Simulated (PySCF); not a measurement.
CH10N2Si3, SMILES N[Si@@]1([SiH3])NC[SiH2]1. Atoms are numbered in the order given.

```xyz
16

N      0.3834     1.5860     1.5582
Si     0.1702     0.3335     0.3929
Si     2.3186    -0.5459     0.0026
N     -1.0679    -0.8192     0.8223
C     -1.9758    -1.0508    -0.2996
Si    -1.3094     0.3555    -1.4376
H      1.2861     2.0098     1.7330
H     -0.3828     2.1886     1.8373
H      2.2401    -1.5859    -1.0713
H      2.8913    -1.1904     1.2294
H      3.2836     0.5107    -0.4471
H     -1.1227    -1.4348     1.6281
H     -3.0410    -0.9349    -0.0256
H     -1.8626    -2.0459    -0.7706
H     -2.2661     1.4988    -1.5837
H     -0.8910    -0.0837    -2.8060
```

Coordinates come from a PBE0-D3(BJ)/def2-SVP optimisation. The structure was generated by enumeration; whether it is a known compound was not checked. The values are those of a single conformer.

Computed with TDA-LC-ωPBE/def2-SVPD (PySCF).

Vertical excitations. Gas-phase values at a fixed geometry.

**Question.** List the lowest excited states. (The exact figures need the calculation; the answer reports its results.)

**Answer.** 
| state | energy (eV) | λ (nm) | f | main pairs |
|---|---|---|---|---|
| S1 | 5.76 | 215 | 0.066 | HOMO→LUMO 67 %, HOMO→LUMO+1 15 % |
| S2 | 5.97 | 208 | 0.019 | HOMO→LUMO+1 42 %, HOMO→LUMO 16 %, HOMO→LUMO+2 13 %, HOMO→LUMO+3 12 % |
| S3 | 6.54 | 190 | 0.072 | HOMO→LUMO+3 34 %, HOMO→LUMO+2 24 %, HOMO−1→LUMO 21 % |
| S4 | 6.67 | 186 | 0.138 | HOMO−1→LUMO 46 %, HOMO→LUMO+2 10 %, HOMO→LUMO+3 9 %, HOMO−1→LUMO+1 9 % |
| S5 | 6.75 | 184 | 0.017 | HOMO−1→LUMO+1 16 %, HOMO→LUMO+3 13 %, HOMO−1→LUMO+2 12 %, HOMO→LUMO+4 11 % |
| S6 | 7.03 | 176 | 0.081 | HOMO−1→LUMO+2 27 %, HOMO→LUMO+1 16 %, HOMO→LUMO+2 16 %, HOMO→LUMO+5 7 % |
| T1 | 4.95 | 250 | 0 | HOMO→LUMO 71 % |
| T2 | 5.29 | 235 | 0 | HOMO→LUMO+1 46 %, HOMO→LUMO+3 22 %, HOMO→LUMO+2 9 % |
Triplets are in the Tamm–Dancoff approximation.
